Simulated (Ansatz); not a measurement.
The cluster Al₂SiO₅. Charge 0, multiplicity 1. Geometry PBE-D4/def2-SVP, basis def2-TZVP, Ansatz.

Cartesian coordinates in Å:
```
Al -1.401 1.299 -0.403
Al 0.715 -0.016 -1.186
Si 0.946 -1.206 0.978
O 1.800 -1.198 -0.495
O -0.322 1.124 -1.868
O -0.189 -0.059 0.448
O 1.153 -1.979 2.287
O -2.701 2.034 0.239
```

| run | HOMO (eV) | LUMO (eV) |
| --- | --- | --- |
| A | -5.63 | -4.70 |
| B | -8.01 | -3.60 |
| C | -6.11 | -4.46 |
| D | -5.51 | -4.97 |
| E | -6.74 | -4.26 |

Another isomer (singlet) lies 0.57 eV lower at PBE0-D4/def2-TZVP; other spin states weren't run for this one.

**Question.** The runs used BHLYP, PBE, PBE0, r2SCAN, r2SCANh. Estimate which is which.

**Answer.** A r2SCAN (0 % exact exchange); B BHLYP (50 % exact exchange); C r2SCANh (10 % exact exchange); D PBE (0 % exact exchange); E PBE0 (25 % exact exchange). Exact exchange lowers occupied and raises empty levels; among semilocal functionals meta-GGAs tend to open the gap a little, and such runs are hard to tell apart. The gap grows from 0.54 eV (PBE) to 4.41 eV (BHLYP).
